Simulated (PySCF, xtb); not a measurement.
GaH₃, SMILES [GaH3].

Harmonic wavenumbers (cm⁻¹) from GFN2-xTB in xtb at its own minimum, in rising order: 490, 679, 680, 1586, 1676, 1678.

Question: What does PBE0-D3(BJ)/def2-TZVPD (PySCF) give at its own minimum? (An estimate is asked for; the answer gives what the named calculation found.)

Answer: 721, 758, 758, 1976, 1977, 1977. Paired by order, the mean absolute difference is 230 cm⁻¹ and the zero-point energies are 9.7 and 11.7 kcal/mol.
